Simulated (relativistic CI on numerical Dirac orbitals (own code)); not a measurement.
**Slater and spin-orbit integrals, Ca¹⁸⁺**

Method of calculation: Dirac-Coulomb-Breit CI, orbitals from a KLI potential per configuration, a model potential for QED, unscaled Slater integrals (own radial code, finite nucleus).

Slater integrals F^k, G^k are unscaled and averaged over j, outside the closed core (none); ζ comes from projecting the Hamiltonian with its Breit term on Σ l·s of the shell.

- 1s2s: G^0(1s,2s) = 91794 cm⁻¹; <r>(1s) = 0.07476, <r^2>(1s) = 0.007477, <r>(2s) = 0.3075, <r^2>(2s) = 0.1104 (bohr units).
- 1s2p: G^1(1s,2p) = 204280, ζ(2p) = 32890 cm⁻¹; <r>(1s) = 0.07477, <r^2>(1s) = 0.00748, <r>(2p) = 0.2598, <r^2>(2p) = 0.08118 (bohr units).
- 1s3s: G^0(1s,3s) = 24156 cm⁻¹; <r>(1s) = 0.07461, <r^2>(1s) = 0.007444, <r>(3s) = 0.6972, <r^2>(3s) = 0.5525 (bohr units).

Averages of the first 10 configurations, taken without configuration mixing, which lowers the lowest level and can move excited configurations by several eV; other configurations of the list can lie among them:

```
Configuration  Parity  States  Average energy above the lowest level (eV)
          1s²    even       1                                         0.0
         1s2s    even       4                                      3865.7
         1s2p     odd      12                                      3888.7
         1s3s    even       4                                      4571.6
         1s3p     odd      12                                      4578.1
         1s3d    even      20                                      4581.1
         1s4s    even       4                                      4816.2
         1s4p     odd      12                                      4818.9
         1s4d    even      20                                      4820.1
         1s4f     odd      28                                      4820.3
```
